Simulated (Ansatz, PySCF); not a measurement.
Reaction (SMILES): c1cnccn1 [pyrazine] + 9 [H][H] (H2) → 4 C (CH4) + 2 N (NH3)
Each molecule is optimised on its own at B3LYP-D3(BJ)/def2-TZVP (Ansatz, an electronic-structure program). Unstable Hartree-Fock reference: c1cnccn1.

Property: energy of full hydrogenation (enthalpy at 298 K, with B3LYP-D3(BJ) rigid-rotor harmonic-oscillator terms from PySCF), in kcal/mol. Valence correlation only, unless marked. No spin-orbit coupling. Non-relativistic. CBS marks a two-point X^-3 extrapolation of the correlation energy; Hartree-Fock from the larger set.

From measured enthalpies of formation at 298 K: -139.9 kcal/mol (c1cnccn1 46.9, CRC Handbook; [H][H] (H2) 0.0, ATcT 1.112; C (CH4) -17.8, ATcT 1.112; N (NH3) -10.9, ATcT 1.112). It holds spin-orbit effects, which the calculations lack, and core correlation, which the frozen-core levels lack. This is an older compilation, not checked against later work.

```json
[
 {"level": "HF/cc-pVDZ", "program": "Ansatz", "energy of full hydrogenation (kcal/mol)": "-160.6", "error against measurement": "-20.7"},
 {"level": "PBE0/def2-QZVPP", "program": "Ansatz", "energy of full hydrogenation (kcal/mol)": "-154.5", "error against measurement": "-14.6"},
 {"level": "RI-MP2/aug-cc-pVTZ", "program": "Ansatz", "energy of full hydrogenation (kcal/mol)": "-137.9", "error against measurement": "2.0"},
 {"level": "SCS-MP2/cc-pVTZ", "program": "Ansatz", "energy of full hydrogenation (kcal/mol)": "-138.4", "error against measurement": "1.5"},
 {"level": "CCSD(T)/STO-3G", "program": "Ansatz", "energy of full hydrogenation (kcal/mol)": "-101.0", "error against measurement": "38.9"},
 {"level": "CCSD(T)/cc-pVDZ", "program": "Ansatz", "energy of full hydrogenation (kcal/mol)": "-132.4", "error against measurement": "7.5"},
 {"level": "CCSD(T)/CBS(cc-pVTZ,cc-pVQZ)", "program": "Ansatz", "energy of full hydrogenation (kcal/mol)": "-143.3", "error against measurement": "-3.4"}
]
```
